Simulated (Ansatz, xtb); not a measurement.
CH7SbSn: 4 structures ranked

4 gas-phase structures of CH7SbSn, found in a search over its isomers (lower ones may exist). Each was relaxed with GFN2-xTB:

A. `[CH3][SbH2+][SnH2-]`, a singlet
B. `[CH3][SbH][SnH3]`, a singlet
C. `[CH3][SnH2][SbH2]`, a singlet
D. `[CH3][SnH-][SbH3+]`, a singlet

Question: Which do you expect lowest at r2SCAN-D4/def2-SVP, and how would the others follow?

Answer: Calculated order at r2SCAN-D4/def2-SVP: C (0.0), B (3.8), A (20.1), D (23.6) kcal/mol.

Energies above the lowest of each column, in kcal/mol; the last columns are at B3LYP-D3(BJ)/def2-SVP geometries and were run for some of them only (a dash: not run or not comparable):

```tsv
structure	GFN2-xTB	HF/STO-3G	r2SCAN-D4/def2-SVP	B3LYP-D3(BJ)/def2-SVP	CCSD(T)/def2-SVP + ΔMP2/def2-TZVPP
C	15.8	0.0	0.0	0.0	0.0
B	8.2	3.2	3.8	2.2	2.8
A	0.0	64.1	20.1	18.1	20.3
D	10.7	64.8	23.6	–	–
```

CCSD(T)/def2-SVP + ΔMP2/def2-TZVPP puts C lowest of those it was run on; GFN2-xTB picks A. Flexible structures stand in one conformer each, not always the lowest. Frequencies (B3LYP-D3(BJ)/def2-SVP) were run for A, B, C alone. Atoms past krypton carry core potentials in the def2 sets, without spin–orbit terms. ΔMP2 is the change of the MP2 energy from the smaller to the larger basis.

Over these structures GFN2-xTB departs from r2SCAN-D4/def2-SVP by 13.3 kcal/mol on average once a common shift is removed. A GFN2-xTB relaxation took about 0.18 s and the r2SCAN-D4/def2-SVP energy about 2.1 s on a shared host (Ansatz 0.2.0, xtb 6.7.1).
